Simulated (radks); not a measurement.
Initial-state core-level shifts of the ytterbium ion Yb3+ when its valence configuration changes from [Xe] 4f13. Method: Dirac Kohn-Sham, PBE, spin-unpolarised, spherical densities, point nucleus; open shells are shared between the two j in proportion to 2j + 1; computed with a radial shooting solver on a logarithmic mesh with Libxc functionals. Shifts are changes of the shell-averaged eigenvalues in eV (positive: less bound).

| valence | 2s | 3s | 3d | 5p |
|---|---|---|---|---|
| 4f12 5d1 | -8.593 | -9.599 | -9.484 | -3.581 |
| 4f11 6p2 | -27.883 | -29.878 | -29.675 | -15.624 |
| 4f12 6p1 | -13.271 | -14.183 | -14.089 | -7.753 |
| 4f11 6s2 | -25.319 | -27.322 | -27.118 | -13.249 |
| 4f12 6s1 | -11.955 | -12.873 | -12.778 | -6.513 |
| 4f12 6s0.5 6p0.5 | -12.614 | -13.529 | -13.435 | -7.135 |
| 4f12.5 5d0.5 | -4.182 | -4.662 | -4.607 | -1.790 |
| 4f10.5 6s2 6p0.5 | -33.116 | -35.717 | -35.453 | -17.265 |
| 4f11 5d2 | -18.036 | -20.230 | -19.980 | -7.137 |
